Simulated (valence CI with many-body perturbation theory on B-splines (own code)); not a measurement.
## Co²¹⁺: calculated level list

Method: valence CI with perturbative core correlation (CI+MBPT): four valence electrons over a frozen Dirac-Fock core [He], a basis of 11 s, 11 p, 10 d, 8 f, 5 g, 2 h functions for each j, with the one-electron correlation potential Σ1 (screened to all orders), the two-electron term Σ2, the three-electron term Σ3, Breit, model QED; selected single and double excitations, second order for the rest, scaled by the run's own slope (own B-spline code, finite nucleus).

No measured levels were compared; by estimate levels of excited configurations hold to 0.05 to 0.15 % of their energy, terms of the ground configuration to about 0.5 %. Among the levels kept, up to 1100 cm⁻¹ of a level comes from second order outside the variational space, and about a tenth of that is noise between levels of different J, which matters for small intervals.

Levels 136 to 180 of 195, with energies above the lowest level, 2s2 2p2 3P_0. "Leading %" is the weight of the configuration and term that name the level; weights of strongly mixed levels are sums over their largest components and can fall short, so below about 35 % the name and the second component can differ from the true leading terms, or belong to a minority configuration. Lifetimes count E1, E2, E3, M1 and M2 decay at the calculated energies, and are blank where another channel may lead or the interval is too uncertain; long ones can be off by a factor of two.

| No. | Configuration | Term | J | E (Ry) | Leading % | Lifetime | g |
| --- | --- | --- | --- | --- | --- | --- | --- |
| 136 | 2s 2p2 3p | 3P° | 1 | 88.434 | 57 | 301 fs | 1.376 |
| 137 | 2s 2p2 3d | 3P | 2 | 88.436 | 59 | 46.9 fs | 1.305 |
| 138 | 2s 2p2 3d | 1G | 4 | 88.475 | 76 | 108 fs | 1.050 |
| 139 | 2s 2p2 3d | 1P | 1 | 88.553 | 33 | 76.5 fs | 1.350 |
| 140 | 2s 2p2 3d | 3S | 1 | 88.754 | 47 | 89.8 fs | 1.405 |
| 141 | 2s 2p2 3d | 1D | 2 | 88.775 | 38 | 45.9 fs | 1.106 |
| 142 | 2s 2p2 3p | 1D° | 2 | 88.810 | 69 | 1.44 ps | 1.173 |
| 143 | 2p3 3s | 5S° | 2 | 88.947 | 78 | 2.81 ps | 1.851 |
| 144 | 2s 2p2 3d | 3F | 2 | 88.956 | 41 | 71.7 fs | 0.911 |
| 145 | 2s 2p2 3d | 3F | 3 | 89.010 | 42 | 72.9 fs | 1.183 |
| 146 | 2s 2p2 3d | 1P | 1 | 89.102 | 44 | 76.1 fs | 0.903 |
| 147 | 2s 2p2 3d | 1S | 0 | 89.132 | 88 | 76.4 fs |  |
| 148 | 2s 2p2 3d | 3D | 2 | 89.197 | 62 | 90.1 fs | 1.220 |
| 149 | 2s 2p2 3p | 1P° | 1 | 89.244 | 77 | 516 fs | 1.121 |
| 150 | 2p3 3s | 3S° | 1 | 89.817 | 50 | 253 fs | 1.645 |
| 151 | 2s 2p2 3d | 3F | 4 | 90.137 | 89 | 283 fs | 1.233 |
| 152 | 2s 2p2 3d | 3D | 3 | 90.161 | 58 | 100 fs | 1.229 |
| 153 | 2s 2p2 3d | 1P | 1 | 90.222 | 53 | 53.4 fs | 0.894 |
| 154 | 2s 2p2 3d | 3D | 2 | 90.292 | 49 | 56.2 fs | 0.992 |
| 155 | 2s 2p2 3d | 3D | 3 | 90.361 | 78 | 191 fs | 1.293 |
| 156 | 2s 2p2 3d | 3D | 1 | 90.440 | 88 | 58.0 fs | 0.562 |
| 157 | 2s 2p2 3d | 3P | 2 | 90.479 | 45 | 51.1 fs | 1.302 |
| 158 | 2p3 3s | 3D° | 2 | 90.509 | 71 | 494 fs | 1.235 |
| 159 | 2s 2p2 3d | 1D | 2 | 90.526 | 40 | 173 fs | 1.150 |
| 160 | 2p3 3s | 3D° | 1 | 90.554 | 70 | 399 fs | 0.856 |
| 161 | 2p3 3p | 5P | 1 | 90.625 | 70 | 122 fs | 2.164 |
| 162 | 2s 2p2 3d | 3P | 0 | 90.670 | 92 | 35.8 fs |  |
| 163 | 2p3 3p | 5P | 2 | 90.707 | 64 | 269 fs | 1.663 |
| 164 | 2s 2p2 3d | 3P | 1 | 90.720 | 65 | 46.2 fs | 1.530 |
| 165 | 2p3 3s | 3D° | 3 | 90.794 | 95 | 476 fs | 1.330 |
| 166 | 2s 2p2 3d | 1F | 3 | 90.813 | 84 | 25.7 fs | 1.025 |
| 167 | 2p3 3p | 5P | 3 | 90.946 | 87 | 275 fs | 1.619 |
| 168 | 2p3 3s | 1D° | 2 | 91.070 | 77 | 259 fs | 1.041 |
| 169 | 2p3 3p | 3P | 1 | 91.225 | 70 | 180 fs | 1.441 |
| 170 | 2s 2p2 3d | 1D | 2 | 91.281 | 63 | 33.9 fs | 1.143 |
| 171 | 2p3 3p | 3P | 2 | 91.470 | 55 | 73.6 fs | 1.386 |
| 172 | 2p3 3p | 3P | 0 | 91.562 | 98 | 185 fs |  |
| 173 | 2p3 3p | 3D | 1 | 91.945 | 44 | 209 fs | 0.954 |
| 174 | 2p3 3s | 3P° | 0 | 92.113 | 95 | 496 fs |  |
| 175 | 2p3 3p | 3F | 2 | 92.135 | 52 | 289 fs | 0.933 |
| 176 | 2p3 3s | 3P° | 1 | 92.217 | 76 | 374 fs | 1.396 |
| 177 | 2p3 3p | 3D | 2 | 92.364 | 62 | 270 fs | 1.075 |
| 178 | 2p3 3p | 3F | 3 | 92.371 | 67 | 320 fs | 1.162 |
| 179 | 2p3 3p | 1F | 3 | 92.503 | 46 | 258 fs | 1.165 |
| 180 | 2p3 3p | 1P | 1 | 92.572 | 53 | 195 fs | 0.861 |

Names give the largest LS component (configuration and term), which can be under half, so a name can repeat, a term be missing and a line seem to break the LS rules; names also repeat where a configuration has a term twice.

Where two levels of one J and parity lie close, their mixing, g and order are uncertain.
